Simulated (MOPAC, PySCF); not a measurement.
C$_{3}$H$_{7}$ClSi, SMILES `C/C(Cl)=C\[SiH3]`, neutral singlet in the gas phase. 

Cartesian coordinates (Å):
```xyz
12

C     -1.3451    -0.5315     0.7558
C     -0.9631     0.5258    -0.2213
Cl    -2.3293     1.4981    -0.7258
C      0.2422     0.7757    -0.7082
Si     1.7810    -0.1717    -0.2643
H     -0.4818    -1.1233     1.0555
H     -1.7871    -0.0832     1.6462
H     -2.0911    -1.1978     0.3213
H      0.3353     1.5914    -1.4158
H      2.0682    -0.0873     1.1855
H      1.6546    -1.6037    -0.6171
H      2.9161     0.4074    -1.0119
```
Charge 0, multiplicity 1.

All levels are single points at this geometry (CAM-B3LYP-D3(BJ)/def2-TZVP); Pople sets use spherical d functions. Orbital energies aren't observables, and empty levels follow the basis.

```csv
level,HOMO (eV),LUMO (eV),gap (eV),dipole (D),"vertical IE, Delta-SCF (eV)"
CAM-B3LYP-D3(BJ)/def2-TZVP in PySCF,-8.73,0.39,9.11,1.06,9.49
B3LYP/6-311+G** in PySCF,-7.24,-0.96,6.28,1.20,–
SVWN5/6-31G* in PySCF,-6.20,-1.47,4.73,1.10,9.19
HF/6-31G* in PySCF,-9.88,3.25,13.14,1.27,8.54
HF/STO-3G in PySCF,-8.26,7.65,15.91,2.40,–
AM1 in MOPAC,-10.03,0.48,10.51,1.35,–
```
